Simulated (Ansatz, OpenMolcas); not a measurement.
## A ladder of methods for B2H4F2 (SMILES [BH2-]1[F+][BH2-][F+]1)

B2H4F2 has 8 atoms, charge 0, and is taken as a singlet. SMILES: `[BH2-]1[F+][BH2-][F+]1`. The shape is that of a PBE0-D4/def2-TZVP optimisation.

```xyz
8

B    -0.4880    0.9473   -0.2938
F     0.6373    0.5360    0.6706
B     0.4880   -0.9472    0.2939
F    -0.6368   -0.5359   -0.6711
H    -0.0360    1.5573   -1.2103
H    -1.4402    1.3084    0.3220
H     1.4402   -1.3091   -0.3216
H     0.0354   -1.5568    1.2103
```

Quantity: the vertical ionisation energy (to the doublet cation), in eV. The values are calculated.

| level | kind | program | value (eV) |
| --- | --- | --- | --- |
| HF/cc-pVDZ | Hartree–Fock | Ansatz | 12.30 |
| SVWN5/cc-pVDZ | LDA | Ansatz | 10.88 |
| TPSS/cc-pVDZ | meta-GGA | OpenMolcas | 11.07 |
| B3LYP/cc-pVDZ | global hybrid | OpenMolcas | 11.49 |
| BHLYP/cc-pVDZ | global hybrid | OpenMolcas | 12.10 |
| wB97X/cc-pVDZ | range-separated hybrid | Ansatz | 11.90 |
| PBE-QIDH/cc-pVDZ | double hybrid | Ansatz | 12.15 |
| MP2/cc-pVDZ | perturbation theory | Ansatz | 12.49 |
| BCCD(T)/cc-pVDZ | coupled cluster or CI | Ansatz | 12.14 |

The values span 10.88 to 12.49 eV.
